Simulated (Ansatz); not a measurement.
`O[CH](Cl)[GeH3]` and `OC(F)Cl` differ in one atom or group.

Ansatz, PBE0-D4/def2-TZVP geometries, multiplicity 1. Each molecule was computed in one conformer, which needn't be the lowest.

Scalar relativity is left out up to krypton.

| property | `O[CH](Cl)[GeH3]` |
| --- | --- |
| size of the dipole moment (PBE/def2-TZVPP) / D | 1.68 |
| size of the dipole moment (B3LYP/def2-TZVPP) / D | 1.70 |
| LUMO energy (PBE/def2-TZVPP) / eV | -0.75 |
| HOMO–LUMO gap (ωB97M-V/def2-TZVPP) / eV | 12.19 |
| HOMO–LUMO gap (PBE0/def2-TZVPP) / eV | 8.20 |
| HOMO energy (PBE/def2-TZVPP) / eV | -6.64 |

Question: What does the change do to each property? (Best estimate.)

Answer: Ansatz gave: 
```json
{"property": "size of the dipole moment (PBE/def2-TZVPP) / D", "`OC(F)Cl`": "0.86", "shift": "-0.82"}
{"property": "size of the dipole moment (B3LYP/def2-TZVPP) / D", "`OC(F)Cl`": "0.82", "shift": "-0.88"}
{"property": "LUMO energy (PBE/def2-TZVPP) / eV", "`OC(F)Cl`": "-0.65", "shift": "0.10"}
{"property": "HOMO–LUMO gap (ωB97M-V/def2-TZVPP) / eV", "`OC(F)Cl`": "13.80", "shift": "1.61"}
{"property": "HOMO–LUMO gap (PBE0/def2-TZVPP) / eV", "`OC(F)Cl`": "9.54", "shift": "1.34"}
{"property": "HOMO energy (PBE/def2-TZVPP) / eV", "`OC(F)Cl`": "-7.50", "shift": "-0.86"}
```

With PBE0 the HOMO falls by 1.10 eV and the LUMO rises by 0.24 eV, so the gap widens by about 1.34 eV. PBE moves the HOMO by -0.86 eV and ωB97M-V by -1.21 eV. The zero-point energy changes by -53.3 kJ/mol with -9 modes. Dipoles are sizes alone; their direction can turn.

B3LYP here is the variant with VWN-RPA as its local correlation; programs differ in this.
